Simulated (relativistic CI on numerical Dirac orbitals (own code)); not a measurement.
## Hyperfine structure of Sb³⁵⁺, mass number 123

Calculated at this level of theory: Dirac-Coulomb-Breit CI, separate exchange-only KLI orbitals for each configuration, model QED (radiative potential, 1s self-energy scaled to tabulated hydrogen-like ionisation energies), unscaled Slater integrals (own radial code, finite nucleus).

Configuration list (outside the closed core [Ne]): 3s2 3p4, 3s 3p5, 3s2 3p3 3d, 3p6, 3s 3p4 3d, 3p5 3d, 3s 3p3 3d2, 3s2 3p2 3d 4p, 3p5 4s, 3s 3p3 3d 4s, 3p5 4p, 3s2 3p3 4s, 3s2 3p2 3d2, 3s2 3p 3d3, 3s 3p2 3d3, 3s2 3p 3d2 4s, 3p4 3d2, 3p3 3d3, 3p3 3d2 4s, 3s2 3p2 3d 4s, 3s 3p2 3d2 4s, 3s2 3p 3d 4s2. Double excitations out of closed p, d and f shells are left out; levels of such configurations are missing from the list, as are those of other unlisted configurations, and high levels can miss mixing partners.

Nuclear spin I = 7/2, μ = 2.5457 μN, Q = -0.692 b (tables of Stone and Pyykkö). The electronic factors are computed for point nuclear moments, without core polarisation or the Bohr-Weisskopf and QED corrections.

```
       Level   E (eV)  A (MHz)  B (MHz)
3s2 3p4 3P_2   0.0000    40730   -16300
3s2 3p4 3P_1  57.1893   -12590    37200
3s2 3p4 1D_2  63.8922    97130    90700
```

Levels with J = 0, under 50 % of one LS term, or S terms without an open s electron are left out. Small factors come from cancelling terms and can be off by tens of per cent or more.

At this charge energies of transitions that change n are usually good to better than 1 %, and those within a shell (Δn = 0) to a few per cent.

**Question.** Give the hyperfine levels of 3s2 3p4 3P_2 relative to its centre of gravity.

**Answer.** With K = F(F + 1) − I(I + 1) − J(J + 1), E = AK/2 + B[¾K(K + 1) − I(I + 1)J(J + 1)]/[2I(2I − 1)J(2J − 1)]: F = 3/2: -375300, F = 5/2: -266200, F = 7/2: -117500, F = 9/2: 66620, F = 11/2: 281100 MHz.

LS names give the leading component of a level, which can be under half, so a name can repeat, a term be missing and a line seem to break the LS rules.
